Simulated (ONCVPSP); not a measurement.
# Ranking ONCV potentials for Fe (Z = 26)

All share these settings but for the change named:

```
Element                 : Fe
Generator               : ONCVPSP 4.0.1
Type                    : optimised norm-conserving Vanderbilt (ONCV)
Functional              : PBE
Relativity              : scalar-relativistic
Frozen core             : [Ne]
Valence charge          : 16
Reference configuration : 3s2 3p6 3d6.5 4s1.5
Partial waves           : 3s+4s: rc 1.45 bohr, ncon 3, nbas 6, qcut 7.1 1/bohr, 2 projectors; 3p: rc 0.95 bohr, ncon 4, nbas 9, qcut 10.3 1/bohr, 3 projectors, debl 3 Ha; 3d: rc 1.65 bohr, ncon 4, nbas 9, qcut 7.4 1/bohr, 1 projector
Local potential         : polynomial inside 0.80 bohr (lpopt 5, dvloc0 -1 Ha)
Core correction         : polynomial model core, fcfact 0.7
```

Test errors are all-electron minus pseudo excitation energies from the reference, over 3s2 3p6 3d6 4s2; 3s2 3p6 3d6 4s1; 3s2 3p6 3d6 4s0; 3s2 3p6 3d5 4s2. None of these files shows a bound ghost.

The base gives 155.4 meV.

Of 8 variants that were run, those that failed, showed a ghost or another fault, or gave nearly equal values are left out.

Q: Rank these variants by their largest absolute test error, smallest first.
A. all radii but the core radius scaled by about 1.08 (s 1.58, p 1.02, d 1.78 bohr); local potential polynomial inside 0.86 bohr (lpopt 5, dvloc0 -1 Ha)
B. all radii but the core radius scaled by about 0.88 (s 1.28, p 0.84, d 1.46 bohr); local potential polynomial inside 0.70 bohr (lpopt 5, dvloc0 -1 Ha)
C. all radii but the core radius scaled by about 1.25 (s 1.82, p 1.20, d 2.06 bohr); local potential polynomial inside 1.00 bohr (lpopt 5, dvloc0 -1 Ha)
D. all radii but the core radius scaled by about 1.13 (s 1.64, p 1.08, d 1.86 bohr); local potential polynomial inside 0.90 bohr (lpopt 5, dvloc0 -1 Ha)
E. all radii but the core radius scaled by about 1.31 (s 1.90, p 1.24, d 2.16 bohr); local potential polynomial inside 1.04 bohr (lpopt 5, dvloc0 -1 Ha)

A: B (93.1 meV), A (211.4 meV), D (246.0 meV), C (359.2 meV), E (410.9 meV).
